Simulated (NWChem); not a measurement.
Species: CH$_{2}$N, doublet; SMILES C=[N]

Results from NWChem. Pople sets run with spherical d functions. Spin-unrestricted. Spin-contaminated determinants: UHF/6-31G* (<S²> = 0.99). In the optimisation the excess spin sits in b2 (C2v, its own frame). No stability test was run on the SCF state. Each level has its own optimisation; frequencies are unscaled.

| level | r C–N (Å) | r C–H (Å) | highest harmonic frequency (cm⁻¹) | lowest (cm⁻¹) | zero-point energy (kcal/mol) | dipole (D) |
|---|---|---|---|---|---|---|
| BP86/def2-TZVP | 1.246 | 1.109 | 2912 | 885 | 15.2 | 2.47 |
| B3LYP/def2-TZVP | 1.238 | (withheld) | (withheld) | (withheld) | (withheld) | 2.49 |
| UHF/6-31G* | 1.260 | 1.082 | 3319 | 1032 | 16.8 | 2.41 |
| PBE-D3(BJ)/def2-SVP | 1.251 | 1.120 | 2927 | 873 | 15.2 | 2.28 |

### Question
What belongs in the gaps?

### Answer

- B3LYP/def2-TZVP, r C–H (Å): 1.098
- B3LYP/def2-TZVP, highest harmonic frequency (cm⁻¹): 3017
- B3LYP/def2-TZVP, lowest (cm⁻¹): 937
- B3LYP/def2-TZVP, zero-point energy (kcal/mol): 15.7
